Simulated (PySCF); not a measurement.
## Polarisability and C₆ of N (nitrogen, neutral)

[He] 2s2 2p3, high-spin 4S determinant. Calculation: PySCF 2.14, in aug-cc-pwCVQZ; no relativity, point nucleus. Coupled (time-dependent) response in atomic units; α is the mean over directions.

```csv
method,mean α (bohr³),C₆ (like pair),S(−4)
UHF,7.173,23.29,28.32
PBE,8.248,28.38,37.13
PBE0,7.757,26.22,31.61
M06-L,7.531,25.69,28.05
B97-3,7.543,25.36,28.91
```

S(−4) is the Cauchy moment in α(ω) = α(0) + S(−4) ω² + …

Reference α: 7.4 ± 0.2 bohr³ (recommended; Schwerdtfeger and Nagle, table of static dipole polarizabilities (2023 update)). Published C₆: 24.20 (Chu and Dalgarno (2004); Tang, Norbeck and Certain (1976)).

α(iu) at PBE:

| u (hartree) | α(iu) (bohr³) |
| --- | --- |
| 0 | 8.248 |
| 0.0500 | 8.156 |
| 0.100 | 7.899 |
| 0.200 | 7.064 |
| 0.300 | 6.094 |
| 0.500 | 4.416 |
| 0.750 | 3.031 |
| 1.00 | 2.185 |
| 1.50 | 1.278 |
| 2.00 | 0.8347 |
| 3.00 | 0.4347 |
| 5.00 | 0.1797 |
